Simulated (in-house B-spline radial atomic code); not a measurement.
Values are calculated unless marked as measured or tabulated.
## Weak and strong correlation along the adiabatic connection

Two-electron singlets in several external potentials (atomic units), by full CI in B-splines with partial waves to l = 8 (correlation energies up to 0.6 % small). The repulsion is scaled by λ at fixed density; W(λ) is the mean repulsion less the Hartree energy, W(0) = E_x, and the area under W from 0 to 1 is E_xc.

Relative drop (W(λ) − E_x)/E_x:

| system | λ = 0.12 | λ = 0.25 | λ = 0.4 | λ = 0.6 | λ = 0.8 | λ = 1 |
| --- | --- | --- | --- | --- | --- | --- |
| −Z exp(−kr)/r, Z = 3.72, k = 1.31 | 0.0062 | 0.0128 | 0.0201 | 0.0294 | 0.0383 | 0.0468 |
| −Z/r, Z = 7.25 | 0.0026 | 0.0053 | 0.0085 | 0.0126 | 0.0166 | 0.0206 |
| ω²r²/2, ω = 2.44 | 0.0098 | 0.0199 | 0.0310 | 0.0448 | 0.0576 | 0.0695 |
| −Z/r, Z = 1.5, wall at 8 bohr | 0.0162 | 0.0324 | 0.0495 | 0.0701 | 0.0884 | 0.1049 |
| ω²r²/2 − Z/r, ω = 0.0692, Z = 1 | 0.0263 | 0.0513 | 0.0765 | 0.1050 | 0.1290 | 0.1494 |
| ω²r²/2 − Z/r, ω = 0.181, Z = 1 | 0.0203 | 0.0401 | 0.0605 | 0.0844 | 0.1051 | 0.1232 |
| −V exp(−r²/w²), V = 2.04, w = 7.84 | 0.0328 | 0.0628 | 0.0918 | 0.1230 | 0.1481 | 0.1685 |

Order the systems by how far second-order (GL2) theory, half the initial slope (estimated from the first points of each curve), overshoots the correlation energy, least first.
A. −Z/r, Z = 7.25
B. −Z/r, Z = 1.5, wall at 8 bohr
C. ω²r²/2 − Z/r, ω = 0.0692, Z = 1
D. −V exp(−r²/w²), V = 2.04, w = 7.84
E. −Z exp(−kr)/r, Z = 3.72, k = 1.31
F. ω²r²/2 − Z/r, ω = 0.181, Z = 1
G. ω²r²/2, ω = 2.44

A (GL2/E_c = 1.04), E (GL2/E_c = 1.08), G (GL2/E_c = 1.13), B (GL2/E_c = 1.22), F (GL2/E_c = 1.29), C (GL2/E_c = 1.36), D (GL2/E_c = 1.48).

What else changes along this order?

The ratio follows the bend of the curve. With it the leading natural occupation goes from 1.999 to 1.906 and −T_c/E_c from 0.97 to 0.68 between the first and the last.
